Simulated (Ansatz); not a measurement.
`[SiH3]B1C[SiH2]1` → `B1[SiH2]C[SiH2]1`  (isomerisation)

Computed with Ansatz on PBE0-D4/def2-TZVP structures; ΔE is electronic, products minus reactants. CCSD(T)/CBS is the MP2 limit (def2-TZVPP, def2-QZVPP) plus CCSD(T) − MP2 in def2-TZVPP, frozen cores. DFT in def2-TZVPP. B3LYP here is the variant with VWN-RPA as its local correlation; programs differ in this.

`[SiH3]B1C[SiH2]1`:

Z-matrix (Å, degrees):
```
Si
B 1 1.987
H 1 1.490 2 110.4
H 1 1.491 2 113.8 3 121.8
H 1 1.490 2 108.9 3 -117.8
C 2 1.486 1 135.0 3 -104.1
Si 2 1.905 1 136.3 3 11.3
H 6 1.095 2 124.8 1 -157.9
H 6 1.089 2 122.9 1 5.6
H 7 1.480 2 126.7 1 156.0
H 7 1.486 2 122.3 1 -29.2
```

`B1[SiH2]C[SiH2]1`:

Cartesian coordinates in Å:
```
B -1.338 0.875 -0.008
Si -0.609 -0.770 -0.943
C 0.803 -0.834 0.327
Si 0.538 1.000 0.752
H -2.384 1.427 0.123
H -0.077 -0.340 -2.272
H -1.398 -2.020 -1.141
H 1.789 -1.157 -0.003
H 0.501 -1.454 1.178
H 0.830 1.418 2.154
H 1.347 1.856 -0.167
```

CCSD(T)/CBS gives -0.59 eV.

(1) Another level gave -0.43 eV. Which?
A. B3LYP/def2-TZVPP
B. BHLYP/def2-TZVPP
C. PBE0/def2-TZVPP
D. LDA (SPW92)/def2-TZVPP

Largest T1 diagnostic among the species: 0.014.

Results:

(1) D. LDA (SPW92) -0.43, PBE0 -0.56, BHLYP -0.64, B3LYP -0.48 eV.

From PBE to PBE0 (25 % exact exchange), in def2-TZVPP and without D4, ΔE moves by −0.13 eV. In def2-TZVPP, CCSD(T) changes the Hartree–Fock value by +0.25 eV (the triples alone add +0.07 eV) and MP2 by +0.28 eV. Leaving LDA and LC-ωPBE aside and taking each functional with its dispersion term where it has one, the values, not all of them listed here, spread over 0.26 eV, from BHLYP-D4 to BLYP-D4.
